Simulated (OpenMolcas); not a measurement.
Cr2+.

* Program: OpenMolcas
* Method: CASSCF
* Basis: ANO-RCC-VTZP [6s5p3d2f1g]
* Scalar Hamiltonian: DKH2, point nucleus
* Active space: 4 electrons in 6 orbitals (3d 4s)
* State averaging: 2S+1 = 5 even, 15 roots; 2S+1 = 3 even, 90 roots; 2S+1 = 1 even, 77 roots
* Spin-orbit coupling: RASSI with atomic mean-field integrals over the reference wave functions, term energies averaged over their components

Levels without dynamic correlation, in cm-1 above 3d4 5D0:

```csv
Level,E
3d4 3P0(1),19536
3d4 3H4,17828
3d4 3F2(1),20910
3d4 3G3,23256
```

On this reference, MS-CASPT2, IPEA 0.25 Eh, imaginary shift 0.1 Eh (closed shells correlated: 3s 3p) puts 3d4 3P0(1) at 17050 cm-1.

**Question.** Estimate the other levels at that method by one scale factor, and say how well it serves.

**Answer.** The factor is 17050 / 19536 = 0.873. Scaled values beside those that MS-CASPT2 gives and measured ones (Sugar and Corliss, J. Phys. Chem. Ref. Data 6, 317 (1977)):
```tsv
Level	Scaled	MS-CASPT2	Miss (%)	Measured
3d4 3H4	15564	17780	-12.5	17274
3d4 3F2(1)	18254	18940	-3.6	18452
3d4 3G3	20302	21340	-4.9	20704
```
For these levels the scaled values miss MS-CASPT2 by up to 12.5 %, as correlation changes each term by its own factor, spin-orbit parts do not scale and CASPT2 has its own spread within terms. This holds within one configuration; levels of others move differently, and the target method has errors of its own against measurement.

Term energies are means over components that CASPT2 splits; among the terms shown or strongly mixed into the levels shown the widest spread is 140 cm-1 (3d4 3H, MS-CASPT2). Without dynamic correlation excited terms often stand tens of per cent too high (terms of higher spin than the ground term too low), and those without a measured partner can miss by more than the paired ones (holds for CASSCF). Blocks of more than 70 roots (2S+1 = 3 even, 1 even) ran without multistate coupling (holds for MS-CASPT2). Configurations are named by rounded mean occupations; where the s occupation lies near a half they are strongly mixed, a name can repeat and a true partner stay unpaired (holds for MS-CASPT2). Measured partners are found by configuration, term and J. A level has none where our copy of the source lacks it or the pairing is in doubt (some pairs that miss far off the trend of their configuration count as doubtful), and it then counts in no deviation. Levels of configurations outside the active space are missing.

A number in round brackets counts repeated terms of one configuration in the order of the reference energies.
